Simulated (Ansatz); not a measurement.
Mulliken charges of C2F5 (`F[C](F)C(F)(F)F`) radical from ωB97M-V/def2-TZVPP in Ansatz (PBE0-D4/def2-TZVP geometry).

```csv
atom,x (Å),y (Å),z (Å),charge (e)
F1,1.565,-0.878,0.485,-0.130
C2,0.328,-0.498,0.704,0.239
F3,-0.464,-1.513,0.959,-0.130
C4,-0.217,0.480,-0.315,0.463
F5,0.596,1.524,-0.413,-0.146
F6,-1.421,0.894,0.060,-0.146
F7,-0.326,-0.077,-1.526,-0.152
```

Q: By hand: the dipole of these point charges (1 e Å = 4.8032 D).

A: Σ q r = (0.005, 0.073, 0.118) e Å, of length 0.139 e Å = 0.67 D.

Q: How does the dipole of the full density compare? (Estimate.)

A: The calculation gave: (0.031, -0.034, 0.087) e Å, 0.47 D; the point charges give 1.43 times that, at 54° from its direction.

Point charges leave out the atoms' own dipoles, such as those of lone pairs, and Mulliken's split depends on the basis, so the two needn't agree.
